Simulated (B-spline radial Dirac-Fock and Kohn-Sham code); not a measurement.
K-line shifts caused by a second vacancy in Bi⁴⁺

System: Bi⁴⁺, configuration [Xe] 4f14 5d10 6s1.

Method: Dirac-Fock ΔSCF + Breit + QED. Computed with a radial finite-basis atomic code. Each two-hole energy is an average over J within one jj subconfiguration, not an observable level; in light atoms, where LS coupling holds, the j-resolved values are not observed lines, and for a K spectator the Kα1 hypersatellite is nearly forbidden. The model has no electron correlation.

Lines without a spectator: Kα2 (K-L2) 74810.5 eV, Kα1 (K-L3) 77103.6 eV, Kβ3 (K-M2) 86820.5 eV, Kβ1 (K-M3) 87339.2 eV. Shifts in eV with one spectator hole (a dash: not computed, or left out as unreliable):

```
spectator hole      Kα2      Kα1      Kβ3      Kβ1
        K (1s)  +1174.8  +1290.0  +1528.5  +1555.9
    L2 (2p1/2)   +157.3   +219.4        –   +397.9
    L3 (2p3/2)   +104.2   +120.0   +274.8        –
    M2 (3p1/2)        –    +36.3    +65.4    +77.9
    M3 (3p3/2)   +16.81        –    +50.6    +52.2
    M4 (3d3/2)    +5.33    +2.18        –        –
    M5 (3d5/2)    -0.67    +4.17        –        –
```
